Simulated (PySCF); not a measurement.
Computed shifts of a molecule C3H3ClF2, PBE/pcSseg-1 in PySCF, GIAO, gas phase, equivalent atoms averaged, in ppm (number of nuclei): ¹⁹F: -270.0 (2). ¹³C: 82.7 (2), 42.5 (1). ¹H: 4.38 (2), 3.37 (1). References: ¹⁹F against CFCl3 (σ = 133.6 ppm); ¹³C against TMS (σ = 182.0 ppm); ³⁵Cl against HCl (σ = 936.5 ppm); ¹H against TMS (σ = 31.49 ppm), references at their B3LYP-D3(BJ)/def2-TZVP geometries, non-relativistic (without spin–orbit terms, shifts of atoms bonded to Cl or Br come out too high). Geometry: PBE0-D3(BJ)/def2-SVP. One conformer was computed; it need not be the lowest.

Question: Pick the molecule that these values belong to.
(A) F[C@@H]1C[C@@]1(F)Cl
(B) C=C(Cl)C(F)F
(C) FC(F)/C=C/Cl
(D) F[C@@H]1[C@H](F)[C@H]1Cl

Answer: D, F[C@@H]1[C@H](F)[C@H]1Cl
